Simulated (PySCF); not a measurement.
PySCF input (M06-2X/def2-TZVPD):

```python
from pyscf import gto, scf, dft

mol = gto.M(
    atom='''
    Ga   -0.00000000   -0.00000000   -1.81337577
    O     0.00000000    0.00000000    0.00000000
    Ga    0.00000000    0.00000000    1.81337577
    ''',
    basis='def2-tzvpd',
    charge=0,
    spin=2,
    symmetry='D2h',
    verbose=4,
)

mf = dft.UKS(mol, xc='m062x').density_fit(auxbasis='def2-universal-jkfit')
mf.grids.level = 4
mf.conv_tol = 1e-9
mf.max_cycle = 100
mf.max_memory = 1500
mf.kernel()
if not mf.converged:
    mf = mf.newton()
    mf.kernel(mf.make_rdm1())
mf.analyze()
```

End of the output:

```
Extra cycle  E= -3924.86480633879  delta_E= -5.82e-11  |g|= 4.97e-06  |ddm|= 4.37e-05
converged SCF energy = -3924.86480633879  <S^2> = 2.0221076  2S+1 = 3.0147024
**** SCF Summaries ****
Total Energy =                       -3924.864806338790004
Nuclear Repulsion Energy =             284.961095770778968
One-electron Energy =                -6041.326941215125771
Two-electron Energy =                 1831.501039105556856
Two-electron Coulomb Energy =         1990.231144349145325
DFT Exchange-Correlation Energy =     -158.730105243588469
HOMO-LUMO gap [eV] =                    -1.069068370534633
Wave-function symmetry = B3g
alpha occupancy for each irrep:     Ag  B1g  B2g  B3g   Au  B1u  B2u  B3u
                                    10    1    3    3    1    9    5    4
beta  occupancy for each irrep:     Ag  B1g  B2g  B3g   Au  B1u  B2u  B3u
                                    10    1    3    3    1    8    4    4
**** MO energy ****
alpha MO #1 (Ag #1), energy= -374.768972255746 occ= 1
alpha MO #2 (B1u #1), energy= -374.768968312718 occ= 1
alpha MO #3 (Ag #2), energy= -46.6427407812249 occ= 1
alpha MO #4 (B1u #2), energy= -46.6427234706795 occ= 1
alpha MO #5 (B2g #1), energy= -41.3970715590887 occ= 1
alpha MO #6 (B3u #1), energy= -41.3970595713023 occ= 1
alpha MO #7 (B3g #1), energy= -41.3967068882461 occ= 1
alpha MO #8 (B2u #1), energy= -41.3966949717865 occ= 1
alpha MO #9 (B1u #3), energy= -41.3952208222808 occ= 1
alpha MO #10 (Ag #3), energy= -41.3952138306236 occ= 1
alpha MO #11 (Ag #4), energy= -19.6162741401353 occ= 1
alpha MO #12 (B1u #4), energy= -5.77110774605026 occ= 1
alpha MO #13 (Ag #5), energy= -5.77110604995215 occ= 1
alpha MO #14 (B2g #2), energy= -4.04430137740489 occ= 1
alpha MO #15 (B3u #2), energy= -4.04427804098255 occ= 1
alpha MO #16 (B3g #2), energy= -4.042221072436 occ= 1
alpha MO #17 (B2u #2), energy= -4.04219946159521 occ= 1
alpha MO #18 (B1u #5), energy= -4.03889790995997 occ= 1
alpha MO #19 (Ag #6), energy= -4.03889160414704 occ= 1
alpha MO #20 (Ag #7), energy= -1.08750641918826 occ= 1
alpha MO #21 (B1u #6), energy= -1.01216497259618 occ= 1
alpha MO #22 (Ag #8), energy= -1.00869854074276 occ= 1
alpha MO #23 (B1g #1), energy= -1.00853139327828 occ= 1
alpha MO #24 (Au #1), energy= -1.00846588154255 occ= 1
alpha MO #25 (B1u #7), energy= -1.00788743175219 occ= 1
alpha MO #26 (B3u #3), energy= -1.00698715711465 occ= 1
alpha MO #27 (B2g #3), energy= -1.00612662832709 occ= 1
alpha MO #28 (B2u #3), energy= -1.00461174974041 occ= 1
alpha MO #29 (B3g #3), energy= -1.00376070666918 occ= 1
alpha MO #30 (Ag #9), energy= -0.969296627191342 occ= 1
alpha MO #31 (B1u #8), energy= -0.545085594897802 occ= 1
alpha MO #32 (B2u #4), energy= -0.415913220518947 occ= 1
alpha MO #33 (B3u #4), energy= -0.401971522451482 occ= 1
alpha MO #34 (Ag #10), energy= -0.367803950643975 occ= 1
alpha MO #35 (B1u #9), energy= -0.319068590357613 occ= 1
alpha MO #36 (B2u #5), energy= -0.116209952540368 occ= 1
alpha MO #37 (B3g #4), energy= -0.0601594934395289 occ= 0
alpha MO #38 (B2g #4), energy= -0.0319059206873993 occ= 0
alpha MO #39 (B3u #5), energy= -0.0175605465076245 occ= 0
alpha MO #40 (Ag #11), energy= 0.016390119156985 occ= 0
alpha MO #41 (B1u #10), energy= 0.0316790243160758 occ= 0
alpha MO #42 (Ag #12), energy= 0.0414159429171086 occ= 0
alpha MO #43 (Ag #13), energy= 0.0776925368494207 occ= 0
alpha MO #44 (B1g #2), energy= 0.0829724079517569 occ= 0
alpha MO #45 (B1u #11), energy= 0.086056808157104 occ= 0
alpha MO #46 (B3u #6), energy= 0.104255562179413 occ= 0
alpha MO #47 (B2g #5), energy= 0.108614268593215 occ= 0
alpha MO #48 (B2u #6), energy= 0.109535949100905 occ= 0
alpha MO #49 (B1u #12), energy= 0.117476158010769 occ= 0
alpha MO #50 (Ag #14), energy= 0.118964213009431 occ= 0
alpha MO #51 (B3g #5), energy= 0.120240995839893 occ= 0
alpha MO #52 (Au #2), energy= 0.122851452999516 occ= 0
alpha MO #53 (B2u #7), energy= 0.139156838394074 occ= 0
alpha MO #54 (B3u #7), energy= 0.141936684010314 occ= 0
alpha MO #55 (B1u #13), energy= 0.177942804892509 occ= 0
alpha MO #56 (B1u #14), energy= 0.210460274279787 occ= 0
alpha MO #57 (Ag #15), energy= 0.250259442028273 occ= 0
alpha MO #58 (Ag #16), energy= 0.262923549075242 occ= 0
alpha MO #59 (Ag #17), energy= 0.287951370830327 occ= 0
alpha MO #60 (B3g #6), energy= 0.290476843688134 occ= 0
alpha MO #61 (B1g #3), energy= 0.291876905713621 occ= 0
alpha MO #62 (B2g #6), energy= 0.292401261622719 occ= 0
alpha MO #63 (B1u #15), energy= 0.313875709991239 occ= 0
alpha MO #64 (Au #3), energy= 0.316434827768873 occ= 0
alpha MO #65 (B2g #7), energy= 0.346526690734493 occ= 0
alpha MO #66 (B3g #7), energy= 0.351439819801328 occ= 0
alpha MO #67 (B3u #8), energy= 0.354194653153906 occ= 0
alpha MO #68 (B2u #8), energy= 0.358077282952822 occ= 0
alpha MO #69 (Ag #18), energy= 0.394941669789915 occ= 0
alpha MO #70 (B1u #16), energy= 0.415926466216597 occ= 0
alpha MO #71 (B3u #9), energy= 0.442537908955471 occ= 0
alpha MO #72 (B2u #9), energy= 0.44476566025488 occ= 0
alpha MO #73 (B1g #4), energy= 0.453336348359006 occ= 0
alpha MO #74 (Ag #19), energy= 0.453776890719872 occ= 0
alpha MO #75 (B1u #17), energy= 0.526964130021779 occ= 0
alpha MO #76 (B1u #18), energy= 0.606866839692128 occ= 0
alpha MO #77 (Ag #20), energy= 0.634637339185744 occ= 0
alpha MO #78 (B3g #8), energy= 0.710795865135999 occ= 0
alpha MO #79 (B2g #8), energy= 0.711189998611092 occ= 0
alpha MO #80 (B2u #10), energy= 0.73667595753663 occ= 0
alpha MO #81 (B3u #10), energy= 0.741097940322155 occ= 0
alpha MO #82 (Ag #21), energy= 0.745700300998166 occ= 0
alpha MO #83 (B1g #5), energy= 0.90702821273617 occ= 0
alpha MO #84 (Ag #22), energy= 0.912507098076887 occ= 0
alpha MO #85 (B3u #11), energy= 0.923284047221973 occ= 0
alpha MO #86 (B2g #9), energy= 0.926838922694612 occ= 0
alpha MO #87 (Au #4), energy= 0.927196866854454 occ= 0
alpha MO #88 (B2u #11), energy= 0.929524837892833 occ= 0
alpha MO #89 (B1u #19), energy= 0.929527112482182 occ= 0
alpha MO #90 (B3g #9), energy= 0.932974320487098 occ= 0
alpha MO #91 (B3u #12), energy= 0.94248307093504 occ= 0
alpha MO #92 (B2u #12), energy= 0.948459035523317 occ= 0
alpha MO #93 (Au #5), energy= 0.951257723096418 occ= 0
alpha MO #94 (B1u #20), energy= 0.957991273539158 occ= 0
alpha MO #95 (Ag #23), energy= 0.99509215215204 occ= 0
alpha MO #96 (B1u #21), energy= 1.00055455700058 occ= 0
alpha MO #97 (B3g #10), energy= 1.02666121297324 occ= 0
alpha MO #98 (B2g #10), energy= 1.02833873430808 occ= 0
alpha MO #99 (Ag #24), energy= 1.08820836944195 occ= 0
alpha MO #100 (B2g #11), energy= 1.09107919088363 occ= 0
alpha MO #101 (B3g #11), energy= 1.09309236026108 occ= 0
alpha MO #102 (Ag #25), energy= 1.13903357700872 occ= 0
[...]
```

This state (charge 0, triplet) is run at the relaxed geometry of the species with charge 0 and multiplicity 1, and is a spin state other than that species' own.
